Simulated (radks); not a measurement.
Charge is removed step by step from the 4s down level of neutral palladium, starting from [Ar] 3d10 4s(up 1, down 1) 4p6 4d10. All-electron calculation, scalar-relativistic Kohn-Sham, BLYP, spin-polarised, spherical densities, point nucleus. Program: a radial shooting solver on a logarithmic mesh with Libxc functionals.

removed (e)  E - E(0) (eV)  eigenvalue (eV)  E minus straight line (eV)
0                    0.000          -85.345                       0.000
0.125               10.747          -86.691                      -0.656
0.25                21.667          -88.106                      -1.139
0.375               32.768          -89.583                      -1.442
0.5                 44.057          -91.117                      -1.556
0.625               55.541          -92.704                      -1.475
0.75                67.226          -94.341                      -1.193
0.875               79.119          -96.023                      -0.703
1                   91.225          -97.747                       0.000

Removing the whole electron costs 91.225 eV by Delta-SCF, against 85.345 eV from minus the eigenvalue at the starting occupation. Slater's transition state (half an electron removed) gives 91.117 eV. Integrating minus the eigenvalue over the occupation (Janak's theorem) gives 91.259 eV. In this scalar-relativistic scheme the density is built from large components alone, so the theorem holds only approximately. The mean slope of the eigenvalue, de/dn, is 12.4 eV per electron.
